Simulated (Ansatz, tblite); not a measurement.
Forces on the cluster Na6H6 at its PBE-D4/def2-SVP geometry. The state is a singlet with charge 0.

The xTB rows come from tblite. The structure comes from a short search, and lower isomers may exist.

GFN1-xTB (tblite), largest force 0.33 eV/Å:

```xyz
12
positions Å, forces eV/Å
Na    2.033   -0.821   -0.970   -0.247    0.182    0.107
Na    0.132   -1.075    2.143   -0.031    0.211   -0.248
Na   -0.132    1.069   -2.142    0.031   -0.208    0.246
Na   -2.028    0.823    0.969    0.242   -0.182   -0.105
Na   -1.563   -1.468   -1.074    0.161    0.254    0.119
Na    1.558    1.469    1.073   -0.159   -0.255   -0.118
H     1.702    1.475   -1.077   -0.083   -0.015    0.045
H    -1.699   -1.476    1.077    0.081    0.015   -0.044
H     2.044   -0.801    1.184   -0.078   -0.015   -0.048
H     0.279   -1.204   -2.166   -0.004    0.001    0.092
H    -2.048    0.800   -1.186    0.082    0.014    0.050
H    -0.279    1.208    2.168    0.003   -0.002   -0.096
```

GFN2-xTB (tblite), largest force 1.08 eV/Å:

```
Na -0.266 0.127 0.123
Na -0.021 0.164 -0.274
Na 0.022 -0.164 0.271
Na 0.263 -0.126 -0.120
Na 0.196 0.210 0.136
Na -0.197 -0.210 -0.133
H -0.761 -0.583 0.477
H 0.762 0.583 -0.475
H -0.889 0.285 -0.523
H -0.112 0.467 0.958
H 0.891 -0.288 0.524
H 0.112 -0.467 -0.963
```

CAM-B3LYP-D4/def2-TZVP (Ansatz), largest force 0.11 eV/Å:

```
Na -0.078 0.071 0.030
Na -0.011 0.077 -0.076
Na 0.012 -0.070 0.073
Na 0.071 -0.073 -0.028
Na 0.046 0.091 0.035
Na -0.040 -0.093 -0.033
H -0.051 -0.049 0.031
H 0.049 0.051 -0.031
H -0.060 0.030 -0.033
H -0.009 0.032 0.062
H 0.064 -0.029 0.034
H 0.008 -0.038 -0.064
```
